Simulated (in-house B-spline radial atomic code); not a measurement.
**Ionising the germanium ion Ge⁺ with different functionals**

Computed with a B-spline radial code for spherical atoms: four-component Dirac-Coulomb Hamiltonian, Fermi nucleus of rms radius 4.0742 fm, spin-restricted, spherical fractional occupations for the functionals, and exact exchange of hybrids averaged over the configuration. The ionisation energy is the difference of two self-consistent energies, [Ar] 3d10 4s2 4p1 → [Ar] 3d10 4s2, without Breit or QED terms; ε is the level of the shell that loses the electron (mean over j). The electron is taken from both j subshells in proportion to 2j + 1, so the result is a j average, not the step between ground levels.

```
method                    rung  ΔSCF (eV)  -ε(4p) (eV)
 B3LYP           global hybrid      15.70        12.33
  PBE0           global hybrid      15.55        12.48
 B97-1           global hybrid          ?            ?
 wB97X  range-separated hybrid          ?            ?
```

Problem. What does wB97X give?

Solution. ΔSCF 15.72 eV, and -ε(4p) = 14.95 eV.

Problem. What does B97-1 give?

Solution. ΔSCF 15.46 eV, and -ε(4p) = 12.20 eV.

Problem. Among the functionals, which spreads more, the ΔSCF values or the orbital energies?

Solution. The orbital energies: ΔSCF values span about 0.26 eV and the orbital energies 2.76 eV; here energy differences depend much less on the functional than eigenvalues do.

Problem. How do they compare with the NIST value?

Solution. NIST lists 15.935 eV (measured, ground level to ground level). Errors run from -0.47 to -0.22 eV; wB97X is closest (-0.22 eV), but part of that can be cancellation, since the calculations leave out Breit-QED terms, spin polarisation, the choice among j levels, multiplet and fine-structure energies.
